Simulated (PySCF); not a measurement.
## Splitting trees

Atom-mapped SMILES (the numbers label the heavy atoms): `[CH3:1][C:2]([F:3])([F:4])[C:5]1=[C:6]([F:7])[C:8](=[O:9])[O:10][C:11]1=[O:12]` (H(Xn): hydrogen on atom n).

Equivalent nuclei averaged, isolated molecule, single conformer, non-relativistic. PBE0-D3(BJ)/def2-SVP geometry; σ from GIAO-B3LYP/pcSseg-2; spin–spin couplings from B3LYP/pcJ-1 (spin–dipole term only in couplings to heteroatoms); PySCF 2.14.0 with density-fitted response routines.

Referencing at the same level of theory: ¹H (σ = 31.39 ppm) and ¹³C (σ = 179.19 ppm) vs TMS; ¹⁹F (σ = 169.74 ppm) against CFCl3.

Spectrometer: 500 MHz for ¹H. First-order analysis; couplings under 1 Hz (under 4 Hz in carbon signals) are ignored, and nearly equal couplings are merged; the smaller ones broaden or split the lines further.

Task: What pattern does H(C1) show (¹H)?

Result: A triplet at δ 1.95: 19.3 Hz to F3/F4 (2 × ¹⁹F, 3 bonds away). Lines in Hz from the centre (relative intensity): +19.3 (1), +0.0 (2), -19.3 (1). The outer lines are 38.6 Hz apart, the sum of the couplings kept, or 0.077 ppm at this field.

Task: What pattern does C1 show in the proton-coupled ¹³C spectrum?

Result: A quartet of triplets at δ 24.8: 138.2 Hz to H(C1) (3 × ¹H, 1 bond away), 26.3 Hz to F3/F4 (2 × ¹⁹F, 2 bonds away). Lines in Hz from the centre (relative intensity): +233.6 (1), +207.3 (2), +181.0 (1), +95.4 (3), +69.1 (6), +42.8 (3), -42.8 (3), -69.1 (6), -95.4 (3), -181.0 (1), -207.3 (2), -233.6 (1). The outer lines are 467.2 Hz apart, the sum of the couplings kept, or 3.716 ppm at this field.

Task: What pattern does F7 show (¹⁹F)?

Result: A triplet at δ -108.3: 19.7 Hz to F3/F4 (2 × ¹⁹F, 4 bonds away). Lines in Hz from the centre (relative intensity): +19.7 (1), +0.0 (2), -19.7 (1). The outer lines are 39.4 Hz apart, the sum of the couplings kept, or 0.084 ppm at this field.

Task: What pattern does C5 show in the proton-coupled ¹³C spectrum?

Result: A triplet of doublets at δ 127.7: 31.5 Hz to F3/F4 (2 × ¹⁹F, 2 bonds away), 4.2 Hz to F7 (1 × ¹⁹F, 2 bonds away). Lines in Hz from the centre (relative intensity): +33.6 (1), +29.4 (1), +2.1 (2), -2.1 (2), -29.4 (1), -33.6 (1). The outer lines are 67.2 Hz apart, the sum of the couplings kept, or 0.534 ppm at this field.
